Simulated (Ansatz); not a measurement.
Compare A (`[CH3][GeH]([CH3])[SiH3]`) with its isomer B (`C[CH]([SiH3])[GeH3]`).

Calculated with Ansatz (gas phase, PBE0-D4/def2-TZVP geometries, no zero-point term in ΔE). CCSD(T)/CBS is the MP2 limit (def2-TZVPP, def2-QZVPP) plus CCSD(T) − MP2 in def2-TZVPP, frozen cores. Functionals use def2-TZVPP. B3LYP here is the variant with VWN-RPA as its local correlation; programs differ in this. For Ge outer-core shells are correlated without core-valence functions, which leaves a few kJ/mol of doubt a bond. Scalar relativity is left out up to krypton.

A:

```xyz
14

C    -1.0759   -0.6775    1.4528
Ge    0.2617    0.3084    0.4121
C    -0.6193    1.7175   -0.6284
Si    1.4470   -1.1734   -1.0323
H    -0.6016   -1.4478    2.0621
H    -1.6139    0.0053    2.1129
H    -1.7956   -1.1558    0.7865
H     1.2664    0.9650    1.3878
H    -1.1578    2.3934    0.0383
H     0.1123    2.2966   -1.1931
H    -1.3321    1.2800   -1.3295
H     2.4652   -0.4406   -1.8343
H     0.5030   -1.8326   -1.9782
H     2.1405   -2.2385   -0.2569
```

B:

```xyz
14

C     1.2233   -1.0189   -0.0195
C     0.0421   -0.1555   -0.4709
Si    0.4132    1.6745   -0.3170
Ge   -1.5940   -0.6361    0.5081
H     2.1273   -0.7940   -0.5935
H     1.0167   -2.0863   -0.1400
H     1.4601   -0.8510    1.0351
H    -0.1802   -0.3494   -1.5271
H     1.6379    2.0249   -1.0901
H     0.6505    2.0263    1.1104
H    -0.7216    2.4919   -0.8249
H    -2.8032    0.1631   -0.0076
H    -1.4032   -0.3478    2.0087
H    -1.8691   -2.1417    0.3284
```

Problem. Which is lower in electronic energy at CCSD(T)/CBS, and by how much? (An estimate is asked.)

Solution. The calculation gave: A, by 13.3 kcal/mol.

Problem. Give E(B) − E(A) in kcal/mol with PBE-D4, B3LYP, MP2/def2-TZVPP, CCSD(T)/def2-TZVPP, HF/def2-TZVPP, r2SCAN-D4, CCSD/def2-TZVPP. (Estimate.)

Solution. The calculation gave: PBE-D4 15.4, B3LYP 15.4, MP2/def2-TZVPP 13.5, CCSD(T)/def2-TZVPP 13.9, HF/def2-TZVPP 13.1, r2SCAN-D4 14.8, CCSD/def2-TZVPP 14.0. None reverses the order clearly.

Largest T1 diagnostic: 0.011.

The D4 term adds −1.2 kcal/mol with B3LYP and −0.6 kcal/mol with PBE0; it sums over pairs of atoms, weighted by their polarisabilities, and B3LYP, whose exchange is more repulsive, gets the larger term.
